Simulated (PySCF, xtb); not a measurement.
C2H9FSi2, SMILES C[C@H]([SiH3])[SiH2]F. Other conformers were not sampled.

Harmonic wavenumbers (cm⁻¹) from GFN2-xTB in xtb at its own minimum, in rising order: 53, 119, 133, 194, 222, 277, 280, 495, 510, 551, 588, 654, 722, 760, 779, 785, 790, 798, 824, 991, 1046, 1076, 1148, 1267, 1425, 1511, 1516, 2244, 2253, 2260, 2319, 2339, 2907, 3000, 3009, 3023.

Task: What does PBE-D3(BJ)/def2-SVP run with PySCF give at its own minimum? (An estimate is asked for; the answer gives what the named calculation found.)

Result: 49, 113, 124, 191, 200, 243, 278, 520, 558, 610, 685, 721, 758, 826, 873, 906, 908, 913, 924, 950, 982, 1030, 1089, 1214, 1343, 1420, 1428, 2155, 2164, 2167, 2173, 2183, 2960, 2966, 3044, 3051. Paired by order, the mean absolute difference is 63 cm⁻¹ and the zero-point energies are 61.3 and 61.1 kcal/mol.
